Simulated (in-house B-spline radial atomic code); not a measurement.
Rb. Computed with a B-spline radial atomic code. Model: non-relativistic spherical atom: semilocal Troullier-Martins pseudo-atom, one channel per l, against all electrons, high spin, G0W0 and RPA with empty states to l = 8, local potential for every l without a channel, a model core (radius 0 = none) keeps its share of the functional.

The core holds an angular momentum without a channel of its own, so the local potential lets valence electrons into it.

Without relativity these are model numbers for so heavy an element.

What the tables leave out is listed at the end.

The pseudopotential gives back the lowest level of each angular momentum of its own functional in the configuration it was made in; a second state of the same l is only approximately right. Exact exchange, RPA and GW see the smooth pseudo-orbitals and miss the exchange with the core, for which the functional's share stands in. The column with an uncorrelated core keeps all orbitals and exact exchange, and so separates missing core correlation from pseudisation. Only the three outermost levels and the lowest empty one were computed. RPA here is direct RPA, with no exchange kernel, and its energies carry an (l + 1/2)⁻⁴ tail. A hybrid on a potential with a model core restores only its own semilocal share of the core's exchange.

Command:
```bash
python run_psgw.py task.json out
```
Settings (lengths in bohr, energies in hartree):
```
Z                      37
electrons              37
configuration          [Kr] 5s1
generated_in           [Kr] 5s1
functional             pbe,pbe
core_shells            6
radius_factor          0.9
core_correction        True
ion_configuration      [Ar] 3d10 4s2 4p6
```

Time taken, with all properties: 61 s on 1 thread of Arm Neoverse N1, on a shared host.

Given: made with PBE; model core radius 0.953 bohr; local radius 1.181 bohr; mean-field start PBE0.

Valence shells of the generating configuration: 4s, 4p, 5s.

Channel: s 1.159, p 1.306 (radii in bohr).

Computed: largest level miss in the spin-unpolarised generating configuration 0.015 eV; valence RPA correlation energy all-electron orbitals -0.385 hartree; valence RPA correlation energy pseudo -0.47403 hartree; pseudo-atom RPA polarisability 156.84 bohr³; ionisation by mean-field all-electron 4.1387 eV; ionisation by RPA all-electron 4.4213 eV; ionisation by RPA pseudo minus all 0.021 eV.

```tsv
level	occupied	mean-field all-electron (eV)	mean-field pseudo minus all (eV)	G0W0 all-electron (eV)	G0W0 uncorrelated core minus all (eV)	G0W0 pseudo minus all (eV)	exchange self-energy all-electron (eV)	exchange self-energy pseudo (eV)
5s up	1	-2.8266	-0.004	-4.3496	0.018	-0.024	-5.4365	-5.1468
```

What is the ionisation by mean-field pseudo minus all?

0.004 eV.

What is the all-electron RPA polarisability, core included?

156.33 bohr³.

Among the listed levels the largest G0W0 shift of the pseudo-atom is -0.02 eV, for 5s up on the PBE0 start, while leaving the core uncorrelated moves that level by +0.02 eV. The rest, -0.04 eV, comes from pseudisation and the lost core exchange. Not in the tables (levels of low weight, unsolved or above zero; the highest and the empty levels are kept at any weight): the PBE start was refused, since an empty level lay at or below an occupied one; on PBE0 the G0W0 levels 4p down (pseudo minus all +0.02 eV, weights 0.04 and 0.04), 4p up (pseudo minus all +0.02 eV, weights 0.04 and 0.04); no Hartree-Fock pseudo-atom is run with a model core.
